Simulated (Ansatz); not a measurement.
Basis-set series for FGeH (`[F][GeH]`). Total charge 0; spin multiplicity 1. The structure was optimised at the PBE0-D4/def2-TZVP level.

| functional | basis | functions | energy (Eh) | HOMO (eV) | LUMO (eV) |
| --- | --- | --- | --- | --- | --- |
| PBE0-D4 | def2-SVP | 51 | -2176.74335 | -7.13 | -2.74 |
| PBE0-D4 | def2-QZVPP | 176 | -2177.18579 | -7.27 | -2.88 |
| ωB97M-V | def2-SVP | 51 | -2176.96204 | -9.25 | -0.67 |
| ωB97M-V | def2-QZVPP | 176 | -2177.40519 | -9.43 | -0.93 |

Give the rows for def2-TZVPP. (Estimate.)

Computed: 
```
functional       basis  functions  energy (Eh)  HOMO (eV)  LUMO (eV)
   PBE0-D4  def2-TZVPP         93  -2177.13444      -7.22      -2.82
   ωB97M-V  def2-TZVPP         93  -2177.35537      -9.37      -0.79
```

Scalar relativity is left out up to krypton.
